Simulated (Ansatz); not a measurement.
Relaxation of CH$_{5}$ClGe (8 atoms, charge 0, multiplicity 1), to a largest force component of 0.03 eV/Å in at most 50 steps.

Method: Ansatz 0.2.0, RHF/def2-SVP.

```xyz
8
Properties=species:S:1:pos:R:3
Ge -1.043 -0.254 0.465
H 1.607 0.028 1.160
H 1.614 0.458 0.592
C -0.940 1.467 -0.530
H -1.945 1.671 -0.918
H -0.662 2.289 0.132
H -0.261 1.426 -1.383
Cl -0.897 -1.592 -1.302
```

Task: Where does it end, and by what steps?

Result: It converged. After 8 steps the energy has fallen by 0.086 eV; H3 moved furthest, 0.82 Å.

```csv
step,energy less start (eV),largest force component (eV/Å),accepted
0,0.0000,1.196,yes
1,-0.0571,0.200,yes
2,-0.0736,0.083,yes
3,-0.0801,0.112,yes
4,-0.0828,0.122,yes
5,-0.0843,0.106,yes
6,-0.0850,0.128,yes
7,-0.0857,0.067,yes
8,-0.0860,0.019,yes
```

```xyz
8
Properties=species:S:1:pos:R:3
Ge -1.424 -0.223 0.383
H 2.255 -0.016 1.401
H 2.412 0.336 0.760
C -1.162 1.493 -0.585
H -1.981 1.633 -1.299
H -1.146 2.339 0.105
H -0.232 1.473 -1.158
Cl -1.248 -1.541 -1.391
```

The run took 15 s on 1 thread of Intel(R) Xeon(R) Platinum 8488C (Sapphire Rapids) (shared host), peak memory 0.19 GiB.
